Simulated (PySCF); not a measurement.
C$_{2}$F$_{3}$ (SMILES F[C]=C(F)F), doublet (typed; the unrestricted solution is spin-contaminated), geometry from GFN2-xTB. Base run: MP2/STO-3G (PySCF).

The PySCF input:
```python
from pyscf import gto, scf, mp

mol = gto.M(
    atom='''
F     1.31800223    0.00739748    1.48618006
C     0.37902913   -0.50068481    0.73883781
C    -0.29049288   -0.06439612   -0.28868255
F    -0.15535228    1.13519605   -0.87886147
F    -1.22167412   -0.76587291   -0.90742210
''',
    basis='sto-3g',
    spin=1,
    verbose=4,
)

mf = scf.UHF(mol)
mf.kernel()

pt = mp.MP2(mf, frozen=5)
pt.kernel()
print('E(MP2) = %.10f' % pt.e_tot)
```

Variants of this job, named by their change:

| change | basis functions | E (Eh) | MP2 correlation (Eh) | SCF-reference HOMO (eV) | SCF-reference dipole (D) |
|---|---|---|---|---|---|
| base | 25 | -368.93402 | -0.13044 | -7.98 | 0.55 |
| basis = pcseg-0 | 45 | -373.31491 | -0.51496 | -11.70 | 0.92 |
| basis = 3-21G | 45 | -372.38460 | -0.49341 | -11.23 | 0.84 |
| basis = def2-SVP | 70 | -374.37872 | -0.76090 | -11.38 | 0.77 |
| basis = cc-pVDZ | 70 | -374.70647 | -0.76829 | -11.18 | 0.73 |
| basis = 6-31G* | 70 | -374.62707 | -0.71448 | -11.04 | 0.71 |
| basis = 6-311G** | 90 | -374.84903 | -0.83206 | -11.31 | 0.76 |
| basis = def2-SVPD | 109 | -374.43733 | -0.79641 | -11.52 | 0.78 |
| basis = 6-311++G** | 110 | -374.86710 | -0.84039 | -11.50 | 0.81 |
| basis = aug-pcseg-1 | 115 | -374.61362 | -0.78482 | -11.35 | 0.73 |
| basis = aug-cc-pVDZ | 115 | -374.79032 | -0.82392 | -11.35 | 0.72 |
| basis = pc-2 | 150 | -375.04596 | -0.97273 | -11.35 | 0.73 |
| basis = pcseg-2 | 150 | -375.04281 | -0.97832 | -11.34 | 0.72 |

Totals compare only among sets that treat the same electrons; sets with core potentials leave the core out.

Open shells are given as the SCF converged; they aren't shown to be the lowest states, and a large step between rows can be another state.
